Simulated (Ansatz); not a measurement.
Calculated with Ansatz (gas phase, PBE0-D4/def2-TZVP geometries, no zero-point term in ΔE). CCSD(T)/CBS is the MP2 limit (def2-TZVPP, def2-QZVPP) plus CCSD(T) − MP2 in def2-TZVPP, frozen cores. This one scheme is used for every species. DFT in def2-TZVPP. B3LYP here is the variant with VWN-RPA as its local correlation; programs differ in this. HSE06 is defined as in plane-wave codes. def2 core potentials past Kr. For Sn outer-core shells are correlated without core-valence functions, which leaves a few kJ/mol of doubt a bond. One conformer a species, not always the lowest.

Consider the hydrogenolysis of the Sn–O bond: `C[O][SnH]([Cl])[Cl]` + H₂ → `[Cl][SnH2][Cl]` + CH₃OH.

```tsv
level	ΔE (kcal/mol)	difference from CCSD(T)/CBS
LDA (SPW92)	0.1	-3.3
revPBE-D4	3.5	0.1
BLYP-D4	4.6	1.2
r2SCAN-D4	3.0	-0.4
B97M-V	1.2	-2.2
B3LYP-D4	2.4	-1.0
r2SCANh-D4	2.0	-1.4
r2SCAN0-D4	0.7	-2.7
HSE06-D4	0.0	-3.4
ωB97X-V	1.5	-1.9
ωB97M-V	1.1	-2.3
B2PLYP	1.5	-1.9
PBE-QIDH	0.1	-3.3
PBE	0.4	-3.0
revPBE	-0.2	-3.6
BLYP	0.9	-2.5
r2SCAN	2.5	-0.9
PBE0	-1.7	-5.1
B3LYP	-0.6	-4.0
r2SCANh	1.4	-2.0
r2SCAN0	0.0	-3.4
BHLYP	-2.0	-5.4
CAM-B3LYP	-0.6	-4.0
LC-ωPBE	-1.1	-4.5
RPA@PBE/def2-TZVPP	1.8	-1.6
HF/def2-SVP	-6.4	-9.8
MP2/def2-SVP	3.0	-0.4
CCSD/def2-SVP	-0.5	-3.9
CCSD(T)/def2-SVP	0.7	-2.7
HF/def2-TZVPP	-4.1	-7.5
MP2/def2-TZVPP	3.8	0.4
SCS-MP2/def2-TZVPP	2.7	-0.7
CCSD/def2-TZVPP	0.1	-3.3
CCSD(T)/def2-TZVPP	1.8	-1.6
HF/def2-QZVPP	-3.7	-7.1
MP2/def2-QZVPP	4.8	1.4
SCS-MP2/def2-QZVPP	3.6	0.2
HF/CBS(def2)	-3.6	-7.0
MP2/CBS(def2)	5.4	2.0
CCSD/CBS(def2)	1.7	-1.7
CCSD(T)/CBS	3.4	0
```

Largest T1 diagnostic among the species: 0.013.

At CCSD(T), def2-SVP lies −2.7 kcal/mol from the extrapolated value and def2-TZVPP −1.6 kcal/mol. From r2SCAN to r2SCAN0 (25 % exact exchange), in def2-TZVPP and without D4, ΔE moves by −2.4 kcal/mol.
